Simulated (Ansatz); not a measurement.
Total energies of CH$_{6}$AlNOS (`C[O][Al]([NH2])[SH]`).

Z-matrix (Å, degrees):
```
C
O 1 1.393
H 1 1.095 2 110.2
H 1 1.095 2 110.3 3 -119.1
H 1 1.098 2 112.8 3 120.4
Al 2 1.680 1 137.8 3 -122.1
S 6 2.186 2 121.7 1 -0.2
N 6 1.756 2 118.8 1 179.8
H 7 1.344 6 92.7 2 -0.4
H 8 1.006 6 124.3 2 -0.1
H 8 1.006 6 124.9 2 179.8
```

Total charge 0; spin multiplicity 1. Geometry: relaxed with PBE0-D4/def2-TZVP. It is one conformer, not always the lowest. Basis def2-TZVPP, the Gaussian-basis code of Ansatz.

RPA on PBE orbitals: Hartree–Fock energy of these orbitals -810.30035 Eh, correlation -1.43139 Eh (frozen core).

```
             functional  energy without D4 (Eh)  D4 term (kJ/mol)
            LDA (SPW92)              -808.74018                 –
                    PBE              -812.02554             -21.5
                 revPBE              -812.35465             -60.7
                   BLYP              -812.48843             -46.1
                 r2SCAN              -812.39710              -5.5
                 B97M-V              -812.35052                 –
                   PBE0              -812.09270             -18.5
                  B3LYP              -812.58889             -34.6
                r2SCANh              -812.38424              -5.9
                r2SCAN0              -812.36606              -6.5
HSE06 (plane-wave form)              -812.07051             -17.4
                  BHLYP              -812.44995             -27.8
              CAM-B3LYP              -812.49061             -19.0
                LC-ωPBE              -812.24426                 –
                ωB97X-V              -812.38652                 –
                ωB97M-V              -812.43703                 –
                 B2PLYP              -812.17220                 –
               PBE-QIDH              -811.90003                 –
```

B3LYP takes the VWN-RPA correlation (the form of Gaussian; ORCA's B3LYP/G). HSE06 is the plane-wave form, built on full-range PBE exchange. The double hybrids freeze the cores in their second-order part.

LC-ωPBE has ω = 0.4 bohr⁻¹.
